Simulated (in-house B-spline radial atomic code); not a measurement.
**Ionising Co4+ with different functionals**

Computed with a radial B-spline atomic code at the basis-set limit: non-relativistic Hamiltonian, point nucleus, spin-polarised at highest spin, spherical fractional occupations for the functionals, the average over the highest-spin determinants for Hartree-Fock. The ionisation energy is the difference of two self-consistent energies, [Ar] 3d5 → [Ar] 3d4, without Breit or QED terms; ε is the level of the shell that loses the electron (its least bound occupied spin orbital).

Hybrids are left out here: with spherical fractional occupations of an open shell their exact exchange keeps a self-interaction that integer-occupation calculations don't have.

```
           method          rung  ΔSCF (eV)  -ε(3d) (eV)
     Hartree-Fock  Hartree-Fock      79.07        81.39
         LDA VWN5           LDA      80.23        68.85
         LDA PW92           LDA      80.22        68.84
LDA exchange-only           LDA      78.65        67.35
              PBE           GGA          ?            ?
           PBEsol           GGA      80.00        68.62
             BLYP           GGA          ?            ?
             RPBE           GGA      79.97        68.59
             PW91           GGA      80.15        68.77
             BP86           GGA      80.02        68.64
             AM05           GGA      80.01        68.63
             OLYP           GGA      80.55        69.10
             TPSS      meta-GGA      79.97        68.60
             SCAN      meta-GGA      80.68        69.36
           r2SCAN      meta-GGA      80.72        69.40
            M06-L      meta-GGA      80.50        69.13
          revTPSS      meta-GGA      79.89        68.53
```

(1) What does PBE give?

(2) What does BLYP give?

(3) How do they compare with the NIST value?

Answers

(1) ΔSCF 80.03 eV, and -ε(3d) = 68.66 eV.

(2) ΔSCF 79.86 eV, and -ε(3d) = 68.47 eV.

(3) NIST lists 79.5 eV ± 0.2 (semi-empirical, ground level to ground level). Errors run from -0.85 to +1.22 eV; BLYP is closest (+0.36 eV), though others lie within the uncertainty of it, and part of that can be cancellation, since the calculations leave out relativity, Breit-QED terms, multiplet and fine-structure energies. Hartree-Fock also lacks correlation.
